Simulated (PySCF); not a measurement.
# One molecule, several mistakes: BH4NSi

Calculated results; nothing here was measured. They come from PySCF 2.14.0, an open-source quantum chemistry program, on an isolated molecule that a program drew, which may never have been made. The molecule is BH4NSi (charge 0, singlet), drawn as the SMILES string `B[Si]N`.

Each row is a Hartree-Fock (HF) and frozen-core CCSD(T) single point in the cc-pV(D+d)Z basis, meant for a local HF minimum. Run 1 is clean. Each other run has one planted mistake out of seven kinds, and not every kind appears here: one electron removed, one electron added, multiplicity raised by two, geometry at a saddle point, minimal basis STO-3G, one bond length entered in bohr, all coordinates scaled. The reference is restricted for singlets and unrestricted otherwise, and also for a bond in bohr. Adding or removing an electron swaps singlet and doublet. Electrons count all cores. HOMO and LUMO are orbital energies over both spins, the gradient is its largest component, and the lowest frequency (negative if imaginary) is given only where the gradient is small. Bond lengths are over the 6 bonds as drawn. T1 is the CCSD diagnostic: over 0.02 (restricted) or 0.045 (unrestricted) a single reference is doubtful.

Geometry of the clean run:
```xyz
7
BH4NSi, angstrom
B    -1.3303    2.8916   -2.8959
Si   -2.2730    2.7009   -1.0843
N    -2.8299    1.0889   -1.1749
H    -1.8959    3.3338   -3.8640
H    -0.1499    2.6844   -3.0238
H    -3.3459    0.6813   -0.4180
H    -2.7131    0.4341   -1.9244
```

```
run  electrons  basis functions  <S^2>  HOMO (eV)  LUMO (eV)  gradient (hartree/bohr)  lowest frequency (cm^-1)  mean bond (Å)  longest bond (Å)      T1  HF (hartree)  CCSD(T) (hartree)                          mistake
  1         30               71  0.000      -7.99       1.61                  6.6e-06                       200         1.3624             2.051  0.0191    -370.35096         -370.74219                         no fault
  2         30               71  0.791      -8.28       1.17                  1.8e-02                         -         1.5411             2.278  0.0736    -370.23829         -370.62807  one bond length entered in bohr
  3         30               23  0.000      -5.33       7.18                  3.6e-02                         -         1.3624             2.051  0.0235    -365.97402         -366.12595             minimal basis STO-3G
  4         29               71  0.782     -16.74      -6.02                  5.0e-02                         -         1.3624             2.051  0.0222    -370.09497         -370.45534             one electron removed
  5         30               71  0.000      -7.84       1.69                  5.0e-02                         -         1.2997             1.957  0.0188    -370.33719         -370.72358                                ?
  6         31               71  0.867      -0.21       7.32                  1.9e-02                         -         1.3624             2.051  0.0393    -370.32351         -370.73179                                ?
```

**Which mistake was planted in run 5, and what did it cost?**

The mean and the longest bond both change by the same factor, 0.954, and the gradient is no longer small. So the mistake is: all coordinates scaled. Subtracting run 1 and multiplying by 627.51 kcal/mol a hartree, the energy moved by 8.6 kcal/mol in HF and 11.7 kcal/mol in CCSD(T).

**Which mistake was planted in run 6, and what did it cost?**

It counts 31 electrons, one more than the clean run, at the same geometry and basis. So the mistake is: one electron added. Subtracting run 1 and multiplying by 627.51 kcal/mol a hartree, the energy moved by 17.2 kcal/mol in HF and 6.5 kcal/mol in CCSD(T).

Cautions from the logs. Run 2: T1 is over the limit, so its CCSD(T) energy is less reliable; run 3: T1 is over the limit, so its CCSD(T) energy is less reliable; run 6: the added electron raises the CCSD(T) energy, so it isn't bound in this basis.
